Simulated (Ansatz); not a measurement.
Ansatz (a program for electronic structure) input for CH2O3, SMILES OC(=O)O, PBE-D3(BJ)/def2-SVP. 

Ansatz 0.2 input:
```yaml
crystal:
  periodic: [false, false, false]
  atoms:
    - {symbol: O, position_ang: [0.00000000, 1.08850000, -0.67803948]}
    - {symbol: C, position_ang: [0.00000000, 0.00000000, 0.09796140]}
    - {symbol: O, position_ang: [0.00000000, -0.00000001, 1.30266468]}
    - {symbol: O, position_ang: [0.00000000, -1.08850000, -0.67803948]}
    - {symbol: H, position_ang: [0.00000000, 1.85169912, -0.08022710]}
    - {symbol: H, position_ang: [0.00000000, -1.85169911, -0.08022711]}
basis:
  gaussian:
    orbitals: def2-SVP
hamiltonian:
  xc: pbe
  dispersion: d3bj
relax: {f_tol: 0.002, max_steps: 200}
```

Output:

```
WARN ansatz: RAYON_NUM_THREADS=1 ignored (pool sized by the plan → 1); use --threads N
Functional definition: PBE
integrals: 0.02 GiB planned
703 factors; their error is unknown
mean field: 0.13 GiB planned
mean field evaluation 1: about -7191.2847 eV, gradient 6.6e1 eV
mean field evaluation 2: about -7176.6028 eV, gradient 1.1e2 eV
mean field evaluation 4: about -7198.3838 eV, gradient 7.0e0 eV
mean field evaluation 8: about -7198.4400 eV, gradient 1.3e-1 eV
mean field evaluation 16: about -7198.4401 eV, gradient 2.7e-6 eV
mean field -7198.44006782 eV, -264.5377932145 hartree, gradient 2.7e-6 eV, S^2 0.000000; 0 other end points of the search recorded, 0 dependent functions left out
the calculation of the forces begins
reference -7198.44008530 eV, -264.5377938570 hartree; 16, 16 occupied and 50, 50 virtual orbitals, 703 factors
relax step   1: F+E_penalty+E_count = -7198.51261785 eV  Δ(F+E_penalty+E_count) = +0.000e0 eV  max|allowed force component| = 1.025e0 eV/Å  Δτ_max = 0.0000 Å  (28 SCF iters, accepted)
these checks for a lower state are left out or cut short: starts, cluster_reference, orbital_swaps, neighbouring_geometries, increment
integrals: 0.02 GiB planned
703 factors; their error is unknown
mean field: 0.13 GiB planned
mean field -7198.45355299 eV, -264.5382887852 hartree, gradient 1.3e-5 eV, S^2 0.000000; 0 other end points of the search recorded, 0 dependent functions left out
the calculation of the forces begins
reference -7198.45357049 eV, -264.5382894284 hartree; 16, 16 occupied and 50, 50 virtual orbitals, 703 factors
relax step   2: F+E_penalty+E_count = -7198.52601122 eV  Δ(F+E_penalty+E_count) = -1.339e-2 eV  max|allowed force component| = 2.833e-1 eV/Å  Δτ_max = 0.0095 Å  (30 SCF iters, accepted)
these checks for a lower state are left out or cut short: starts, cluster_reference, orbital_swaps, neighbouring_geometries, increment
integrals: 0.02 GiB planned
703 factors; their error is unknown
mean field: 0.13 GiB planned
mean field evaluation 32: about -7198.4555 eV, gradient 1.3e-5 eV
mean field -7198.45554180 eV, -264.5383618726 hartree, gradient 1.3e-5 eV, S^2 0.000000; 0 other end points of the search recorded, 0 dependent functions left out
the calculation of the forces begins
reference -7198.45555930 eV, -264.5383625157 hartree; 16, 16 occupied and 50, 50 virtual orbitals, 703 factors
relax step   3: F+E_penalty+E_count = -7198.52797439 eV  Δ(F+E_penalty+E_count) = -1.963e-3 eV  max|allowed force component| = 1.059e-1 eV/Å  Δτ_max = 0.0043 Å  (29 SCF iters, accepted)
these checks for a lower state are left out or cut short: starts, cluster_reference, orbital_swaps, neighbouring_geometries, increment
integrals: 0.02 GiB planned
703 factors; their error is unknown
mean field: 0.13 GiB planned
mean field -7198.45573818 eV, -264.5383690896 hartree, gradient 1.7e-5 eV, S^2 0.000000; 0 other end points of the search recorded, 0 dependent functions left out
the calculation of the forces begins
reference -7198.45575567 eV, -264.5383697323 hartree; 16, 16 occupied and 50, 50 virtual orbitals, 703 factors
relax step   4: F+E_penalty+E_count = -7198.52818144 eV  Δ(F+E_penalty+E_count) = -2.070e-4 eV  max|allowed force component| = 2.731e-2 eV/Å  Δτ_max = 0.0028 Å  (23 SCF iters, accepted)
these checks for a lower state are left out or cut short: starts, cluster_reference, orbital_swaps, neighbouring_geometries, increment
integrals: 0.02 GiB planned
703 factors; their error is unknown
mean field: 0.13 GiB planned
mean field -7198.45576717 eV, -264.5383701551 hartree, gradient 1.5e-5 eV, S^2 0.000000; 0 other end points of the search recorded, 0 dependent functions left out
the calculation of the forces begins
reference -7198.45578465 eV, -264.5383707975 hartree; 16, 16 occupied and 50, 50 virtual orbitals, 703 factors
relax step   5: F+E_penalty+E_count = -7198.52822101 eV  Δ(F+E_penalty+E_count) = -3.956e-5 eV  max|allowed force component| = 1.112e-2 eV/Å  Δτ_max = 0.0020 Å  (21 SCF iters, accepted)
these checks for a lower state are left out or cut short: starts, cluster_reference, orbital_swaps, neighbouring_geometries, increment
integrals: 0.02 GiB planned
703 factors; their error is unknown
mean field: 0.13 GiB planned
mean field -7198.45576757 eV, -264.5383701697 hartree, gradient 3.3e-5 eV, S^2 0.000000; 0 other end points of the search recorded, 0 dependent functions left out
the calculation of the forces begins
reference -7198.45578505 eV, -264.5383708121 hartree; 16, 16 occupied and 50, 50 virtual orbitals, 703 factors
relax step   6: F+E_penalty+E_count = -7198.52822379 eV  Δ(F+E_penalty+E_count) = -2.779e-6 eV  max|allowed force component| = 2.725e-4 eV/Å  Δτ_max = 0.0005 Å  (19 SCF iters, accepted)
integrals: 0.02 GiB planned
703 factors; their error is unknown
mean field: 0.13 GiB planned
mean field evaluation 64: about -7198.4558 eV, gradient 3.8e-3 eV
mean field -7198.45576757 eV, -264.5383701697 hartree, gradient 3.3e-5 eV, S^2 0.000000; 1 other end points of the search recorded, 0 dependent functions left out
the calculation of the forces begins
reference -7198.45578505 eV, -264.5383708121 hartree; 16, 16 occupied and 50, 50 virtual orbitals, 703 factors
Total energy: -7198.52824127 eV, -264.5410335289 hartree
Atom 0 at     0.000000     1.093930    -0.689727 Å, force    -0.000000    -0.000272    -0.000074 eV/Å
Atom 1 at     0.000000    -0.000000     0.096491 Å, force     0.000000    -0.000000    -0.000202 eV/Å
Atom 2 at     0.000000    -0.000000     1.311618 Å, force    -0.000000    -0.000000     0.000054 eV/Å
Atom 3 at     0.000000    -1.093930    -0.689727 Å, force    -0.000000     0.000272    -0.000074 eV/Å
Atom 4 at    -0.000000     1.852425    -0.072281 Å, force     0.000000     0.000044     0.000148 eV/Å
Atom 5 at    -0.000000    -1.852425    -0.072281 Å, force     0.000000    -0.000044     0.000148 eV/Å
Dipole moment:     0.000000     0.000000    -0.028178 e Å
```

Self-consistency was reached.

Cost: roughly 5 core-seconds.
